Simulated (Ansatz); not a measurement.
Wavefunction ladder for CH5BN2O, SMILES `N=COBN`

```xyz
10

N    -1.289    0.674    0.659
C    -0.971    0.864   -0.548
O     0.091    0.327   -1.147
B     1.036   -0.530   -0.564
N     0.981   -0.941    0.756
H    -2.135    1.188    0.883
H    -1.526    1.491   -1.251
H     1.905   -0.885   -1.302
H     0.238   -0.632    1.365
H     1.669   -1.556    1.150
```

Charge 0, multiplicity 1. The structure was optimised at the PBE0-D4/def2-TZVP level. It is one conformer, not always the lowest. Frozen core, restricted reference, Ansatz. CBS rows extrapolate triple and quadruple zeta; past MP2 they add the triple-zeta difference.

```csv
basis,HF (Eh),MP2 corr.,CCSD corr.,(T),CCSD(T) total
def2-SVP,-249.11835,-0.72746,-0.76396,-0.02385,-249.90616
def2-TZVPP,-249.41300,-0.90452,-0.92932,-0.03925,-250.38157
def2-QZVPP,-249.42492,-0.96989,–,–,–
CBS(def2),-249.42656,-1.01831,-1.04311,as TZ,-250.50892
```
